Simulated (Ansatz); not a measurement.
Species: C₆H₁₁S, charge 0, multiplicity 2. It need not be the lowest isomer of its formula. 
Geometry from a B3LYP-D3(BJ)/def2-TZVP (Ansatz, a quantum-chemistry and plane-wave program) optimisation:
```
C
H 1 1.0937
H 1 1.0963 2 105.95
C 1 1.5280 2 108.25 3 116.50
H 4 1.0937 1 109.93 2 61.78
H 4 1.0941 5 106.69 1 116.56
C 1 1.5298 2 108.05 3 -116.10
H 7 1.0931 1 110.41 2 -66.72
H 7 1.0945 8 106.54 1 -116.75
C 7 1.5299 8 109.34 9 -115.72
H 10 1.0908 7 110.47 8 78.44
H 10 1.0918 11 107.00 7 -120.79
C 4 1.5441 5 108.79 6 116.48
H 13 1.0923 4 108.37 5 -77.18
H 13 1.0986 14 105.87 4 115.98
C 13 1.4898 14 107.33 15 118.79
H 16 1.0809 13 120.42 14 10.92
S 16 1.7147 17 113.02 13 179.22
```
Charge 0, spin multiplicity 2.

Dipole moments at this geometry, in debye (magnitudes).

```tsv
level	program	dipole (D)
SVWN5/def2-TZVPD	Ansatz	1.82
PBE/def2-TZVPD	Ansatz	1.79
BLYP/def2-TZVPD	Ansatz	1.74
revPBE/def2-TZVPD	Ansatz	1.78
r2SCAN/def2-TZVPD	Ansatz	1.87
B97M-V/def2-TZVPD	Ansatz	1.77
PBE0/def2-TZVPD	Ansatz	1.85
BHLYP/def2-TZVPD	Ansatz	1.85
r2SCAN0/def2-TZVPD	Ansatz	1.89
HSE06/def2-TZVPD	Ansatz	1.84
CAM-B3LYP/def2-TZVPD	Ansatz	1.82
LC-wPBE/def2-TZVPD	Ansatz	1.89
wB97M-V/def2-TZVPD	Ansatz	1.79
CCSD(T)/aug-cc-pV(D+d)Z	Ansatz	1.78
```
